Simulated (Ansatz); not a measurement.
Sn₂F₃, relaxed as a doublet with UKS PBE0-D4/def2-SVP in Ansatz, starting from the GFN1-xTB geometry. Force threshold 0.02 eV/Å.

In the def2 sets Sn takes a core potential; there is no spin–orbit coupling. The relaxation made no stability test and no search for a lower SCF solution. The structure comes from a short search, and lower isomers may exist.

Start:

```xyz
5

Sn    0.825    1.539    0.584
Sn   -0.136   -1.129   -0.195
F    -1.083    0.923   -0.109
F    -0.073   -1.297   -2.173
F     0.467   -0.035    1.892
```

Estimate the energy that the relaxation releases and the steps that it takes.

5.8 kcal/mol, in 14 steps; 24 s on 4 threads of Arm Neoverse V2 on a shared host. The force fell under the threshold at step 11, but the optimiser went on. No frequencies were taken in this run, so the end may be a saddle point.

Does the start keep its bonding?

By distances, no bond broke or formed. The bond that changes most is Sn1–F5, from 2.08 to 1.96 Å (atoms count from 1). The end is the same structure that another start reached.

Predict the relaxed structure.


```xyz
5

Sn    0.904    1.183    0.527
Sn   -0.331   -1.456   -0.495
F    -1.074    0.528   -0.055
F    -0.034   -0.945   -2.366
F     0.535    0.690    2.390
```
Bond lengths (bridged metal pairs left out): 4 × F–Sn 1.96 to 2.16 Å.
